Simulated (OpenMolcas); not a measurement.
5d⁶ along the 74-electron sequence

- Program: OpenMolcas 26.06
- Method: CASSCF
- Basis: ANO-R3
- Scalar Hamiltonian: X2C, finite nucleus
- Spin-orbit coupling: RASSI with atomic mean-field integrals over the reference wave functions, term energies averaged over their components

Active space for each ion: 6 electrons in 5 orbitals (5d).

Computed levels in cm-1 above ⁵D₄:

```json
{"Level": "⁵D₃", "Ir3+": "5931", "Pt4+": "7487", "Au5+": "9269"}
{"Level": "⁵D₁", "Ir3+": "9189", "Pt4+": "11226", "Au5+": "13470"}
{"Level": "⁵D₀", "Ir3+": "9666", "Pt4+": "11626", "Au5+": "13676"}
{"Level": "³H₆", "Ir3+": "21158", "Pt4+": "23748", "Au5+": "26413"}
{"Level": "³H₅", "Ir3+": "21303", "Pt4+": "23824", "Au5+": "26411"}
{"Level": "³F₂(1)", "Ir3+": "26423", "Pt4+": "29643", "Au5+": "32942"}
{"Level": "¹S₀(1)", "Ir3+": "30840", "Pt4+": "34857", "Au5+": "39051"}
{"Level": "³G₅", "Ir3+": "31932", "Pt4+": "36775", "Au5+": "41918"}
{"Level": "³G₄", "Ir3+": "32640", "Pt4+": "37056", "Au5+": "41605"}
{"Level": "weight of ⁵D in the lowest level (%)", "Ir3+": "86", "Pt4+": "83", "Au5+": "80"}
```

Mixed levels, with the weight of the term that names them: Ir3+ ³H₅ (56 %), Ir3+ ¹S₀(1) (55 %), Ir3+ ³G₅ (56 %), Ir3+ ³G₄ (66 %), Pt4+ ³H₅ (54 %), Pt4+ ³F₂(1) (73 %), Pt4+ ¹S₀(1) (58 %), Pt4+ ³G₅ (54 %), Pt4+ ³G₄ (63 %), Au5+ ³H₅ (52 %), Au5+ ³F₂(1) (68 %), Au5+ ¹S₀(1) (59 %), Au5+ ³G₅ (52 %), Au5+ ³G₄ (60 %).

The fine-structure level ⁵D₀ changes by a factor of 1.41 from Ir3+ to Au5+. Its fourth root runs 9.92, 10.38, 10.81, with steps per unit of Z of 0.47, 0.43; equal steps would mean a (Z - σ)^4 law with constant σ.

³H₆ changes by a factor of 1.25 over the same range, with steps per unit of Z of +2590, +2660 cm-1.

Without dynamic correlation excited terms often stand tens of per cent too high (terms of higher spin than the ground term too low), and those without a measured partner can miss by more than the paired ones. Only configurations of the active space appear.

A number in round brackets counts repeated terms of one configuration in the order of the reference energies.
